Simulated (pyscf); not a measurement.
H₃Si–CH•–Cl -> •H₂Si–CH₂–Cl (hydrogen shift; doublet surface; H–Si broken, C–H formed). Structures and frequencies: ωB97X-D3(BJ)/def2-SVP in PySCF. MP2 and CC: frozen core, UHF for open shells. ΔMP2 is the change of the MP2 total energy from the triple- to the quadruple-zeta basis. Energies in kJ/mol from the reactant's lowest minimum found.

```
level                             barrier  reaction energy
--------------------------------  -------  ---------------
PBE0-D3(BJ)/def2-TZVP               170.6            -21.5
M06-2X/def2-TZVP                    182.2            -27.7
ωB97M-D3(BJ)/def2-TZVP              184.9            -14.1
MP2/def2-QZVPP                      189.0            -30.0
CCSD/def2-TZVPP                     194.2            -16.1
CCSD(T)/def2-TZVPP                  185.7            -18.6
CCSD(T)/def2-TZVPP + ΔMP2(QZVPP)        …                …
```

Question: Complete the blanks.

Answer: 
- CCSD(T)/def2-TZVPP + ΔMP2(QZVPP), barrier: 184.1
- CCSD(T)/def2-TZVPP + ΔMP2(QZVPP), reaction energy: -18.4

H₃Si–CH•–Cl lies 192.1 kJ/mol over its isomer H₃C–SiH•–Cl (electronic energy, ωB97M-D3(BJ)/def2-TZVP). •H₂Si–CH₂–Cl lies 178.0 kJ/mol over its isomer H₃C–SiH•–Cl (electronic energy, ωB97M-D3(BJ)/def2-TZVP). This is the saddle that the search found; another between the same sides may lie lower. The CCSD(T) − MP2 part came from Ansatz, without density fitting, on the same reference.
